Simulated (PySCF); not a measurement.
All values below come from PBE-D3(BJ)/def2-TZVP // PBE-D3(BJ)/def2-SVP (PySCF). Isolated molecules, 0 K electronic values unless said otherwise. One relaxed conformer stands for a flexible species; it need not be the lowest. 

Reference species: [W(OH)6] (neutral, multiplicity 1).

```json
{
 "HOMO": "-7.13 eV",
 "coordination_number": "6",
 "HOMO–LUMO gap": "3.66 eV"
}
```

Changed species: [W(OH)4(NH2)2] (2 of 6 OH replaced by NH2; the reference has 0 of 6 OH replaced by NH2).

Question: Give the shifts of the HOMO, coordination number and HOMO–LUMO gap.

Answer: the HOMO increases by 1.05 eV, to -6.08 eV; the coordination number hardly moves; the HOMO–LUMO gap falls by 0.49 eV, to 3.17 eV.
